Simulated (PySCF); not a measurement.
A mixed set of molecules.

All values: CAM-B3LYP/def2-SVPD (PySCF) at GFN2-xTB geometries, gas phase, one conformer each. Core orbitals are frozen in the response; Δα² is half the sum of the squared differences of the principal polarisabilities.

Question: Rank by HOMO energy, lowest first.
A. `O=C(Cl)C1=CC=CS1`
B. `C=C(F)C#CC=O`
C. `O=CC1=CC/1=C\F`
D. `C=CC(=O)C(Cl)=C=S`
E. `CCN1CCCN1`
F. `C#C[C@H](F)C=C=O`

Answer: B (-9.22 eV), A (-9.02 eV), F (-8.88 eV), D (-8.25 eV), C (-7.92 eV), E (-7.79 eV).

Question: Rank by dipole moment, highest first.
A. `[CH2:1]=[CH:2][C:3](=[O:4])[C:5]([Cl:6])=[C:7]=[S:8]` with C1–C2–C3–O4 1°, C2–C3–C5–Cl6 1°
B. `[O:1]=[CH:2][C:3]1=[CH:4][C:5]/1=[CH:6]\[F:7]` with O1–C2–C3–C4 180°
C. `[CH:1]#[C:2][C@H:3]([F:4])[CH:5]=[C:6]=[O:7]` with C2–C3–C5–C6 -134°
D. `C=C(F)C#CC=O`
E. `[O:1]=[C:2]([Cl:3])[c:4]1[cH:5][cH:6][cH:7][s:8]1` with O1–C2–C4–C5 180°

Answer: E (4.46 D), B (3.48 D), D (2.22 D), C (1.80 D), A (1.42 D).

All values together:

| SMILES | formula | μ (D) | HOMO (eV) | LUMO (eV) | α (Å³) | Δα (Å³) | electrons | α per electron (Å³) |
| --- | --- | --- | --- | --- | --- | --- | --- | --- |
| C=C(F)C#CC=O | C5H3FO | 2.22 | -9.22 | -1.72 | 10.36 | 10.31 | 50 | 0.207 |
| C#C[C@H](F)C=C=O | C5H3FO | 1.80 | -8.88 | -0.41 | 9.09 | 6.48 | 50 | 0.182 |
| CCN1CCCN1 | C5H12N2 | 1.76 | -7.79 | 1.29 | 11.03 | 2.06 | 56 | 0.197 |
| O=CC1=CC/1=C\F | C5H3FO | 3.48 | -7.92 | -1.88 | 9.83 | 7.53 | 50 | 0.197 |
| O=C(Cl)c1cccs1 | C5H3ClOS | 4.46 | -9.02 | -1.43 | 13.80 | 8.73 | 74 | 0.186 |
| C=CC(=O)C(Cl)=C=S | C5H3ClOS | 1.42 | -8.25 | -2.12 | 15.60 | 13.59 | 74 | 0.211 |

Conformers: `[CH:1]#[C:2][C@H:3]([F:4])[CH:5]=[C:6]=[O:7]` with C2–C3–C5–C6 -134°; `[CH3:1][CH2:2][N:3]1[CH2:4][CH2:5][CH2:6][NH:7]1` with C1–C2–N3–C4 177°, C2–N3–C4–C5 89°, N3–C4–C5–C6 16°, C4–C5–C6–N7 4°, C5–C6–N7–N3 -24°; `[O:1]=[CH:2][C:3]1=[CH:4][C:5]/1=[CH:6]\[F:7]` with O1–C2–C3–C4 180°; `[O:1]=[C:2]([Cl:3])[c:4]1[cH:5][cH:6][cH:7][s:8]1` with O1–C2–C4–C5 180°; `[CH2:1]=[CH:2][C:3](=[O:4])[C:5]([Cl:6])=[C:7]=[S:8]` with C1–C2–C3–O4 1°, C2–C3–C5–Cl6 1°.

How closely does the mean polarisability follow the number of electrons in this set?

The correlation coefficient is 0.96; α per electron runs from 0.182 to 0.211 Å³.
